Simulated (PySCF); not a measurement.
Run record: geometry optimisation, nickel monofluoride, `[F][Ni]` [radical].

Method: PBE0-D3(BJ)/def2-SVP geometry optimisation, gas phase (PySCF 2.14.0). Start geometry: GFN2-xTB. A driver script takes a list of jobs; this job's settings line and coordinates (Å) are shown.

Command:
```bash
OMP_NUM_THREADS=1 python probes_run.py task.json out
```

Input:
```
{"job": {"xc": "PBE0", "basis": "def2-SVP", "d3": "d3bj", "grid": 1, "shake": 0.01, "kind": "geom"}, "charge": 0, "multiplicity": 2}
F      0.892000    -0.028840     0.001800
Ni    -0.874510     0.000020    -0.013930
```

Question: Give the output.

Answer: 
```
step   0  E = -1607.50809196  max force = 0.013701
step   1  E = -1607.50848266  max force = 0.002717
step   2  E = -1607.50849740  max force = 0.000249
optimisation converged
```

Energies in Eh; «max force» is the largest Cartesian gradient component in Eh/bohr.

Question: Give the first gradient maximum in eV/Å.

Answer: With 1 Eh/bohr = 51.422 eV/Å, 0.705 eV/Å.

Question: How much energy does the optimisation release, in kcal/mol?

Answer: E(step 0) − E(last step) = 0.000405 Eh, which is 0.3 kcal/mol.

Main results: final energy -1607.50850 Eh after 2 steps; dipole 4.12 D.

Question: Estimate the wall time. Hardware: Arm Neoverse V1, one thread, shared host. And the peak memory of the process?

Answer: About 5.0 s, with 0.27 GiB resident at the peak, the Python interpreter and its libraries included.
Labels such as C1 count atoms from 1, the log's own numbers from 0.
